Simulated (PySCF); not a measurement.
SMILES CC(=O)CC(Cl)Cl, C₄H₆Cl₂O

Molfile (atoms numbered from 1):
```
C4H6Cl2O
     RDKit          3D

 13 12  0  0  0  0  0  0  0  0999 V2000
   -1.7230    0.2102    0.1135 C   0  0  0  0  0  0  0  0  0  0  0  0
   -0.8262    0.0607   -1.0830 C   0  0  0  0  0  0  0  0  0  0  0  0
   -1.1954   -0.3352   -2.1524 O   0  0  0  0  0  0  0  0  0  0  0  0
    0.6217    0.5196   -0.8483 C   0  0  0  0  0  0  0  0  0  0  0  0
    1.4929   -0.5916   -0.2555 C   0  0  0  0  0  0  0  0  0  0  0  0
    2.8884   -0.9501   -1.3014 Cl  0  0  0  0  0  0  0  0  0  0  0  0
    0.5688   -2.1057   -0.0080 Cl  0  0  0  0  0  0  0  0  0  0  0  0
   -1.9633    1.2667    0.2295 H   0  0  0  0  0  0  0  0  0  0  0  0
   -1.2272   -0.1279    1.0188 H   0  0  0  0  0  0  0  0  0  0  0  0
   -2.6459   -0.3427   -0.0381 H   0  0  0  0  0  0  0  0  0  0  0  0
    0.6269    1.3783   -0.1770 H   0  0  0  0  0  0  0  0  0  0  0  0
    1.0305    0.8182   -1.8150 H   0  0  0  0  0  0  0  0  0  0  0  0
    1.8992   -0.3251    0.7214 H   0  0  0  0  0  0  0  0  0  0  0  0
  1  2  1  0
  2  3  2  0
  2  4  1  0
  4  5  1  0
  5  6  1  0
  5  7  1  0
  1  8  1  0
  1  9  1  0
  1 10  1  0
  4 11  1  0
  4 12  1  0
  5 13  1  0
M  END
```

Computed, not measured: GIAO BHandHLYP/pcSseg-1 magnetisability, rotational g tensor and spin-rotation constants, non-relativistic, gas phase in PySCF. Geometry: GFN2-xTB, dihedral held. The dihedral C2–C4–C5–Cl7 is held at 0°.

(1) Give the nuclear spin-rotation constants along the inertial axes (H = +C I·J) beside the isotropic shieldings.

Answers

(1) Rotational constants 2.7894, 1.1775, 1.0034 GHz. A star marks the isotopologue with that one atom substituted, in its own axes.
```tsv
atom	isotope	Caa (kHz)	Cbb (kHz)	Ccc (kHz)	mean (kHz)	σ (ppm)
Cl6	35Cl	0.534	0.363	0.430	0.442	625.1
Cl7	35Cl	0.809	0.241	0.327	0.459	685.0
H8	1H	-0.212	-0.073	-0.062	-0.116	29.9
H9	1H	-0.230	-0.049	-0.067	-0.115	29.5
H10	1H	-0.097	-0.098	-0.072	-0.089	29.7
H11	1H	-0.293	-0.132	0.039	-0.129	28.6
H12	1H	-0.247	0.003	-0.097	-0.114	29.0
H13	1H	-0.235	-0.100	0.034	-0.101	26.0
C1	13C*	0.425	0.198	0.180	0.268	151.7
C2	13C*	1.412	0.372	0.448	0.744	-17.6
O3	17O*	-1.607	-0.323	-1.003	-0.978	-357.8
C4	13C*	0.487	0.224	0.234	0.315	130.5
C5	13C*	0.632	0.262	0.240	0.378	109.1
```
For the geometry as given, no vibrational averaging.
